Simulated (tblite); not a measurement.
Record of a relaxation.

Species: C6H10GeOS.
Numbering: `[OH:1][c:2]1[cH:3][cH:4][c:5]([CH2:6][CH2:7][GeH3:8])[s:9]1` (hydrogens: H10 on O1; H11 on C3; H12 on C4; H13, H14 on C6; H15, H16 on C7; H17, H18, H19 on Ge8)

Computed with GFN2-xTB (tblite), gas phase: L-BFGS steps from a force-field or distance-geometry start until the largest atomic force falls under 0.01 eV/Å. 9 of its 157 geometries are shown.

Step 0: E = -738.0549 eV, largest atomic force 3.011 eV/Å
```
atom  x, y, z in Å  |  force x, y, z in eV/Å
O1      4.420   -0.088   -0.754   -1.076  -0.921   0.623
C2      3.081    0.030   -0.322    1.249  -1.905  -0.476
C3      2.573    1.086    0.338    2.562   1.306  -0.362
C4      1.255    1.017    0.674   -2.901  -0.297   0.751
C5      0.612   -0.142    0.346    1.362  -0.653  -0.190
C6     -0.814   -0.490    0.592    0.534   0.438   0.728
C7     -1.597    0.002   -0.606    0.124  -0.447  -0.848
Ge8    -3.458   -0.424   -0.323   -1.413  -0.269  -0.014
S9      1.772   -1.277   -0.525    0.285   2.505   1.038
H10     4.956   -0.916   -0.508   -1.595   1.319  -0.240
H11     3.173    1.984    0.569   -0.256  -0.747  -0.220
H12     0.725    1.821    1.217    0.409  -0.592  -0.422
H13    -1.174    0.106    1.493    0.447  -0.878  -0.752
H14    -0.925   -1.580    0.768   -0.103   0.633  -0.078
H15    -1.260   -0.530   -1.525   -0.001   0.474   0.473
H16    -1.436    1.073   -0.741    0.072  -0.134  -0.064
H17    -3.650   -0.777    1.174   -0.074   0.135  -0.645
H18    -3.882   -1.657   -1.187    0.104   0.634   0.516
H19    -4.378    0.774   -0.684    0.270  -0.599   0.182
```

Step 20: E = -738.8465 eV, largest atomic force 0.161 eV/Å
```
atom  x, y, z in Å  |  force x, y, z in eV/Å
O1      4.345   -0.161   -0.713    0.069   0.036   0.084
C2      3.103    0.059   -0.233    0.019   0.064  -0.045
C3      2.645    1.196    0.351    0.020  -0.024   0.098
C4      1.280    1.101    0.712   -0.029   0.040   0.038
C5      0.698   -0.081    0.390   -0.025   0.059   0.081
C6     -0.720   -0.500    0.569   -0.045   0.005  -0.101
C7     -1.576   -0.037   -0.616   -0.116  -0.021  -0.055
Ge8    -3.502   -0.452   -0.341    0.029   0.019   0.033
S9      1.839   -1.134   -0.398   -0.022  -0.006   0.027
H10     4.591   -1.089   -0.628   -0.050  -0.006  -0.094
H11     3.260    2.057    0.549   -0.007  -0.101  -0.051
H12     0.761    1.884    1.239   -0.018   0.007  -0.080
H13    -1.134   -0.067    1.487    0.152  -0.046  -0.025
H14    -0.762   -1.589    0.642   -0.081  -0.009   0.066
H15    -1.227   -0.518   -1.532    0.010   0.008   0.016
H16    -1.450    1.039   -0.758   -0.027  -0.048   0.048
H17    -3.775   -0.755    1.099    0.028   0.004   0.002
H18    -3.987   -1.632   -1.120    0.067  -0.020  -0.011
H19    -4.399    0.686   -0.707    0.023   0.038  -0.033
```

Step 39: E = -738.8824 eV, largest atomic force 0.075 eV/Å
```
atom  x, y, z in Å  |  force x, y, z in eV/Å
O1      4.387   -0.182   -0.577   -0.001   0.040   0.012
C2      3.120    0.052   -0.173    0.001  -0.009  -0.001
C3      2.647    1.194    0.390    0.011  -0.004  -0.002
C4      1.269    1.112    0.701    0.002  -0.023  -0.020
C5      0.700   -0.077    0.384   -0.013  -0.041   0.061
C6     -0.717   -0.500    0.562   -0.018  -0.016   0.011
C7     -1.587   -0.032   -0.608    0.013   0.001   0.004
Ge8    -3.498   -0.459   -0.336   -0.009   0.003  -0.020
S9      1.869   -1.148   -0.339   -0.031   0.012   0.010
H10     4.484   -1.091   -0.877    0.004  -0.021  -0.022
H11     3.264    2.049    0.583    0.024   0.038  -0.005
H12     0.717    1.915    1.156    0.032   0.002   0.009
H13    -1.100   -0.068    1.492    0.004   0.016  -0.010
H14    -0.774   -1.587    0.653    0.004  -0.005  -0.022
H15    -1.233   -0.494   -1.531    0.004   0.018  -0.005
H16    -1.471    1.047   -0.727    0.003   0.002  -0.002
H17    -3.786   -0.731    1.106    0.002   0.010   0.006
H18    -3.928   -1.664   -1.106   -0.001  -0.017   0.009
H19    -4.374    0.675   -0.759   -0.029  -0.007  -0.013
```

Step 58: E = -738.8886 eV, largest atomic force 0.062 eV/Å
```
atom  x, y, z in Å  |  force x, y, z in eV/Å
O1      4.377   -0.197   -0.571    0.019   0.037   0.004
C2      3.112    0.030   -0.158    0.026   0.037  -0.024
C3      2.649    1.177    0.400   -0.007   0.021  -0.027
C4      1.274    1.103    0.724   -0.005  -0.048   0.026
C5      0.699   -0.088    0.424   -0.040  -0.012  -0.014
C6     -0.726   -0.496    0.573   -0.021  -0.010   0.013
C7     -1.579    0.001   -0.599    0.008   0.003   0.006
Ge8    -3.487   -0.461   -0.355   -0.015  -0.004   0.004
S9      1.861   -1.172   -0.292   -0.024   0.015  -0.006
H10     4.454   -1.058   -0.995   -0.017  -0.060   0.000
H11     3.268    2.040    0.556    0.016   0.018   0.034
H12     0.730    1.912    1.181    0.023  -0.005  -0.021
H13    -1.119   -0.076    1.504    0.007  -0.003  -0.004
H14    -0.797   -1.584    0.638    0.006   0.006   0.004
H15    -1.208   -0.430   -1.530    0.000   0.001  -0.003
H16    -1.474    1.083   -0.690    0.011   0.015   0.020
H17    -3.782   -0.654    1.101   -0.019   0.012  -0.043
H18    -3.858   -1.729   -1.056    0.011   0.001   0.030
H19    -4.403    0.608   -0.864    0.023  -0.025   0.001
```

Step 78: E = -738.9129 eV, largest atomic force 0.090 eV/Å
```
atom  x, y, z in Å  |  force x, y, z in eV/Å
O1      4.302   -0.198   -0.741    0.003  -0.087  -0.008
C2      3.069    0.028   -0.239    0.013  -0.012   0.003
C3      2.652    1.147    0.407    0.017  -0.006  -0.005
C4      1.293    1.066    0.798    0.017   0.029  -0.001
C5      0.688   -0.101    0.466    0.014   0.018   0.008
C6     -0.740   -0.487    0.620   -0.009   0.013  -0.022
C7     -1.572    0.104   -0.521   -0.029   0.014  -0.013
Ge8    -3.451   -0.481   -0.406    0.015   0.015   0.032
S9      1.793   -1.151   -0.374    0.036  -0.001  -0.018
H10     4.367   -1.099   -1.083    0.002   0.089   0.013
H11     3.290    1.991    0.590   -0.010  -0.014   0.006
H12     0.785    1.859    1.317    0.002   0.005   0.016
H13    -1.121   -0.116    1.575    0.009  -0.003   0.006
H14    -0.833   -1.576    0.617   -0.002  -0.020   0.004
H15    -1.147   -0.203   -1.480   -0.013  -0.012   0.002
H16    -1.509    1.193   -0.485   -0.016   0.005  -0.001
H17    -3.938   -0.346    1.002   -0.034   0.000  -0.020
H18    -3.571   -1.921   -0.782   -0.027  -0.038   0.008
H19    -4.367    0.300   -1.290    0.012   0.005  -0.009
```

Step 98: E = -738.9208 eV, largest atomic force 0.039 eV/Å
```
atom  x, y, z in Å  |  force x, y, z in eV/Å
O1      4.312   -0.207   -0.754   -0.002  -0.010  -0.003
C2      3.080    0.024   -0.251   -0.002  -0.008   0.002
C3      2.680    1.129    0.427    0.003   0.000   0.001
C4      1.321    1.059    0.819   -0.001   0.003  -0.002
C5      0.694   -0.086    0.453   -0.003   0.006  -0.002
C6     -0.734   -0.475    0.623    0.003   0.004  -0.003
C7     -1.599    0.128   -0.489    0.010  -0.002  -0.003
Ge8    -3.465   -0.503   -0.409   -0.018   0.034  -0.004
S9      1.784   -1.128   -0.421   -0.001  -0.004  -0.007
H10     4.354   -1.077   -1.165   -0.003   0.009  -0.001
H11     3.333    1.955    0.634   -0.002   0.010   0.013
H12     0.830    1.845    1.366   -0.003  -0.004   0.009
H13    -1.095   -0.123    1.594    0.008  -0.007  -0.008
H14    -0.822   -1.565    0.603    0.001   0.010   0.004
H15    -1.177   -0.137   -1.461    0.003  -0.011  -0.003
H16    -1.570    1.217   -0.420   -0.001  -0.004  -0.006
H17    -4.086   -0.226    0.922    0.006   0.010   0.003
H18    -3.540   -1.979   -0.627   -0.002  -0.019  -0.004
H19    -4.310    0.159   -1.451    0.006  -0.017   0.014
```

Step 117: E = -738.9263 eV, largest atomic force 0.036 eV/Å
```
atom  x, y, z in Å  |  force x, y, z in eV/Å
O1      4.321   -0.167   -0.751   -0.012  -0.007  -0.032
C2      3.084    0.051   -0.255   -0.003   0.020   0.009
C3      2.701    1.099    0.517   -0.001  -0.003   0.010
C4      1.337    1.025    0.888   -0.020  -0.022  -0.009
C5      0.689   -0.066    0.411    0.008   0.010   0.002
C6     -0.738   -0.456    0.571   -0.006  -0.003   0.000
C7     -1.600    0.085   -0.573   -0.001  -0.004  -0.005
Ge8    -3.477   -0.494   -0.384   -0.025   0.013  -0.003
S9      1.762   -1.043   -0.556    0.020   0.000   0.030
H10     4.346   -0.991   -1.251    0.003   0.005  -0.001
H11     3.371    1.884    0.814    0.000  -0.003   0.000
H12     0.854    1.763    1.504    0.017   0.001   0.010
H13    -1.110   -0.065    1.522    0.003   0.006  -0.003
H14    -0.821   -1.546    0.600    0.003  -0.002  -0.003
H15    -1.200   -0.263   -1.528   -0.007  -0.018   0.000
H16    -1.545    1.175   -0.585   -0.012  -0.009  -0.005
H17    -4.051   -0.003    0.907   -0.008   0.003  -0.009
H18    -3.586   -1.985   -0.367    0.017   0.002  -0.003
H19    -4.350    0.007   -1.491    0.025   0.009   0.014
```

Step 136: E = -738.9285 eV, largest atomic force 0.035 eV/Å
```
atom  x, y, z in Å  |  force x, y, z in eV/Å
O1      4.310   -0.131   -0.789   -0.004  -0.024   0.000
C2      3.083    0.066   -0.261   -0.010   0.006   0.000
C3      2.705    1.094    0.540   -0.006   0.000  -0.001
C4      1.342    1.011    0.917   -0.003  -0.004  -0.006
C5      0.690   -0.067    0.417    0.003  -0.004  -0.004
C6     -0.739   -0.456    0.570    0.002  -0.002   0.002
C7     -1.596    0.057   -0.591    0.011  -0.012  -0.007
Ge8    -3.482   -0.481   -0.377    0.009   0.009   0.000
S9      1.760   -1.026   -0.571    0.002   0.014   0.004
H10     4.343   -0.962   -1.275   -0.006   0.022   0.002
H11     3.375    1.873    0.852   -0.001  -0.003  -0.007
H12     0.867    1.737    1.553    0.003  -0.007   0.004
H13    -1.117   -0.047    1.510    0.001   0.008   0.001
H14    -0.823   -1.546    0.618    0.009   0.003   0.010
H15    -1.212   -0.342   -1.532    0.010  -0.006   0.001
H16    -1.517    1.145   -0.655   -0.017  -0.022   0.021
H17    -4.055    0.049    0.898    0.004   0.001  -0.015
H18    -3.610   -1.970   -0.328    0.006   0.006   0.004
H19    -4.334    0.006   -1.502   -0.013   0.014  -0.008
```

Step 156: E = -738.9318 eV, largest atomic force 0.009 eV/Å
```
atom  x, y, z in Å  |  force x, y, z in eV/Å
O1      4.273   -0.066   -0.857   -0.001   0.003   0.003
C2      3.060    0.100   -0.287    0.002   0.002   0.002
C3      2.707    1.076    0.586    0.001   0.003   0.002
C4      1.355    0.970    0.995    0.001  -0.001   0.001
C5      0.689   -0.077    0.449   -0.003   0.005   0.000
C6     -0.741   -0.463    0.601   -0.002   0.000   0.001
C7     -1.566   -0.021   -0.610    0.000   0.000   0.001
Ge8    -3.477   -0.459   -0.400    0.000   0.001   0.002
S9      1.731   -0.975   -0.623   -0.002   0.000   0.000
H10     4.276   -0.840   -1.430    0.001  -0.007  -0.005
H11     3.385    1.837    0.922    0.002   0.001   0.000
H12     0.897    1.656    1.686    0.004  -0.004  -0.001
H13    -1.135    0.007    1.506    0.002   0.003   0.001
H14    -0.825   -1.547    0.719   -0.003   0.001  -0.001
H15    -1.176   -0.502   -1.510    0.000  -0.001   0.000
H16    -1.453    1.056   -0.752    0.000   0.001   0.000
H17    -4.056    0.229    0.794    0.002  -0.005  -0.004
H18    -3.680   -1.926   -0.204    0.001  -0.001   0.000
H19    -4.274   -0.044   -1.594   -0.003   0.000  -0.001
```

Problem. Summarise the path.

Solution. The energy falls by 0.8768 eV from step 0 to step 156; nine tenths of that is first reached at step 20. It falls at every step. The largest force goes from 3.011 to 0.009 eV/Å. Among the bonds C2–S9 changes most, from 1.861 to 1.742 Å; the atoms move by 0.566 Å rms after alignment.

The cost below is that of the whole relaxation. The run took 2.2 s of wall time on one thread of an Arm Neoverse N1, no GPU, shared host with 64 logical CPUs at a one-minute load of 48.
